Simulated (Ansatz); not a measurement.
Gas-phase electronic energies from Ansatz, PBE0-D4/def2-TZVP geometries. CCSD(T)/CBS is the MP2 limit (def2-TZVPP, def2-QZVPP) plus CCSD(T) − MP2 in def2-TZVPP, frozen cores. DFT in def2-TZVPP. Elements past krypton have def2 core potentials. For Br, In outer-core shells are correlated without core-valence functions, which leaves a few kJ/mol of doubt a bond. Scalar relativity is left out up to krypton. Each species was taken in one conformer, which may not be the lowest.

Consider the redistribution: `[F][In]([SH])[Br]` + `[OH][In]([F])[SH]` → `[SH][In]([SH])[Br]` + `[OH][In]([F])[F]`.

```json
{"level": "PBE-D4", "ΔE (kcal/mol)": "3.3"}
{"level": "PBE0-D4", "ΔE (kcal/mol)": "3.0"}
{"level": "ωB97M-V", "ΔE (kcal/mol)": "3.2"}
{"level": "PBE0", "ΔE (kcal/mol)": "3.4"}
{"level": "MP2/def2-TZVPP", "ΔE (kcal/mol)": "2.1"}
{"level": "SCS-MP2/def2-TZVPP", "ΔE (kcal/mol)": "2.3"}
{"level": "HF/CBS(def2)", "ΔE (kcal/mol)": "2.9"}
{"level": "MP2/CBS(def2)", "ΔE (kcal/mol)": "2.4"}
```

**Question.** What does CCSD(T)/CBS give? (Best estimate.)

**Answer.** The calculation gave: +2.9 kcal/mol. The listed levels differ from it by 0.4, 0.1, 0.3, 0.5, -0.8, -0.6, 0.0, -0.5 kcal/mol.

Largest T1 diagnostic among the species: 0.018.
